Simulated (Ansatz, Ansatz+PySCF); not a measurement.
```xyz
10

H     0.0000    0.0000    0.0000
H     0.0000    0.0000    1.8000
H     0.0000    0.0000    3.6000
H     0.0000    0.0000    5.4000
H     0.0000    0.0000    7.2000
H     0.0000    0.0000    9.0000
H     0.0000    0.0000   10.8000
H     0.0000    0.0000   12.6000
H     0.0000    0.0000   14.4000
H     0.0000    0.0000   16.2000
```

Basis set: cc-pVDZ (spherical functions). All electrons are correlated. Charge 0, multiplicity 1.

Computed with Ansatz (development build ahead of 0.2.0); each method stands on the lowest determinant of its kind that the runs found. Restricted open shells among the atoms or ions are ROHF, correlated in semicanonical orbitals with singles. Restricted functionals stand beside restricted open-shell atoms, which can lie above the unrestricted atoms usual in DFT and then raise those values.

The atomization energy at this shape (free ground-state atoms in the same class of orbitals less the molecule, no zero-point energy) of singlet H₁₀:

```
               method  atomization energy
r²SCAN (unrestricted)     134.40 kcal/mol
   PBE (unrestricted)     123.30 kcal/mol
  PBE0 (unrestricted)     104.95 kcal/mol
     PBE (restricted)     107.48 kcal/mol
          UHF-CCSD(T)      99.59 kcal/mol
 ωB97X (unrestricted)      90.94 kcal/mol
  r²SCAN (restricted)      90.45 kcal/mol
              UHF-MP2      59.33 kcal/mol
   ωB97X (restricted)      38.59 kcal/mol
                  UHF      43.53 kcal/mol
              RHF-MP2       1.20 kcal/mol
                  RHF    -137.32 kcal/mol
```

(1) What does PBE0 (restricted) give?

## Answers

(1) 61.78 kcal/mol. Caution for r²SCAN (unrestricted), PBE (unrestricted): the unrestricted determinant is spin contaminated. Caution for PBE0 (unrestricted), UHF-CCSD(T), ωB97X (unrestricted), UHF-MP2, UHF: the determinant breaks the point group; the unrestricted determinant is a mixture of spin states. Caution for PBE (restricted), r²SCAN (restricted), PBE0 (restricted), ωB97X (restricted), RHF-MP2, RHF: an unrestricted determinant lies well below. Caution for UHF-CCSD(T), UHF-MP2, RHF-MP2: bonds are stretched, where a single reference can fail. Caution for UHF-CCSD(T), RHF-MP2: the program doubts this total. Caution for RHF: the molecule lies well above its atoms at this level.
